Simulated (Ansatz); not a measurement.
```yaml
atoms:
  - { symbol: Cu, position_ang: [0.0000, 0.0000, -1.1161] }
  - { symbol: Cu, position_ang: [0.0000, 0.0000, 1.1161] }
```

Basis set: cc-pVDZ (spherical functions). Left uncorrelated: 10 orbitals. Charge 0, multiplicity 1.

Computed with Ansatz (development build ahead of 0.2.0); each method stands on the lowest determinant of its kind that the runs found. Restricted open shells among the atoms or ions are ROHF, correlated in semicanonical orbitals with singles.

The atomization energy at this shape (free ground-state atoms in the same class of orbitals less the molecule, no zero-point energy) of singlet Cu2:

| method | atomization energy |
| --- | --- |
| RHF-MP2 | 46.59 kcal/mol |

What does RHF give?

8.96 kcal/mol.
